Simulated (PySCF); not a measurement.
Working out the ionisation energy of Cd⁺

Cd⁺ [Kr] 4d10 5s1 (2S) → Cd²⁺ [Kr] 4d10 (1S). Calculation: PySCF 2.14, in x2c-QZVPPall with one added diffuse shell each of s, p, d, f, g type (14s9p8d5f3g, 143 functions); the spin-free X2C one-electron Hamiltonian (Gaussian nucleus). Frozen: [Ar] 3d10. Energies in hartree (1 hartree = 27.21139 eV):

```csv
part,Cd⁺ (lower),Cd²⁺ (upper)
UHF,-5591.118694,-5590.546446
MP2 opposite-spin,-0.477690,-0.447694
MP2 same-spin,-0.236040,-0.213598
```

Q: What does Hartree-Fock give?

A: (-5590.546446) − (-5591.118694) = 0.572248 hartree = 15.572 eV.

Q: What do MP2 and SCS-MP2 (6/5 opposite-spin, 1/3 same-spin) give?

A: The opposite-spin parts differ by 0.816 eV and the same-spin parts by 0.611 eV. MP2: 15.572 + (0.816) + (0.611) = 16.999 eV. SCS-MP2: 15.572 + 1.2 × (0.816) + (0.611)/3 = 16.755 eV.

Measured between the centres of the two terms (NIST): 16.908 eV, so MP2 (valence and next inner shell) is off by 0.091 eV.

What remains against the reference includes basis incompleteness, the frozen core and correlation beyond second order.
